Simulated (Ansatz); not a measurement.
PBE exchange is replaced step by step with exact exchange (0 % is PBE, 25 % PBE0; no dispersion term), basis def2-TZVP, Ansatz. System: Ta₂Si (the lowest singlet isomer of a short search). Total charge 0; singlet. Geometry: PBE-D4/def2-TZVP.

Geometry of the singlet:

```xyz
3

Ta    1.069   -0.609    0.569
Ta   -0.138   -0.182   -1.336
Si   -0.931    0.791    0.767
```

In the def2 sets Ta takes a core potential; there is no spin–orbit coupling. At PBE-D4/def2-TZVP, PBE0-D4/def2-TZVP the restricted singlet is unstable: a solution with broken spin symmetry lies lower. The restricted singlet is unstable towards broken spin symmetry at other levels; at PBE with 5 % exact exchange/def2-TZVP, PBE with 10 % exact exchange/def2-TZVP, PBE with 15 % exact exchange/def2-TZVP, PBE with 35 % exact exchange/def2-TZVP and others this wasn't settled. The geometry of the singlet was relaxed on an unsound state (restricted singlet, unstable towards broken spin symmetry). The order of the spin states hangs on the level: the triplet lies 0.05 eV below the singlet at PBE with 50 % exact exchange/def2-TZVP, but 0.10 eV above it at PBE-D4/def2-TZVP. The singlet is doubtful at PBE with 50 % exact exchange/def2-TZVP (restricted singlet, unstable towards broken spin symmetry at other levels and untested here). The triplet is doubtful at PBE with 50 % exact exchange/def2-TZVP (⟨S²⟩ 2.70, where a pure state has 2.00). The singlet is doubtful at PBE-D4/def2-TZVP (restricted singlet, unstable towards broken spin symmetry). The structure comes from a short search, and lower isomers may exist.

```json
{"exact exchange (%)": "0", "HOMO (eV)": "-4.25", "LUMO (eV)": "-3.81", "gap (eV)": "0.44"}
{"exact exchange (%)": "5", "HOMO (eV)": "-4.42", "LUMO (eV)": "-3.60", "gap (eV)": "0.82"}
{"exact exchange (%)": "10", "HOMO (eV)": "-4.59", "LUMO (eV)": "-3.40", "gap (eV)": "1.19"}
{"exact exchange (%)": "15", "HOMO (eV)": "-4.76", "LUMO (eV)": "-3.19", "gap (eV)": "1.57"}
{"exact exchange (%)": "25", "HOMO (eV)": "-5.09", "LUMO (eV)": "-2.77", "gap (eV)": "2.32"}
{"exact exchange (%)": "35", "HOMO (eV)": "-5.41", "LUMO (eV)": "-2.35", "gap (eV)": "3.06"}
{"exact exchange (%)": "50", "HOMO (eV)": "-5.83", "LUMO (eV)": "-1.72", "gap (eV)": "4.10"}
```
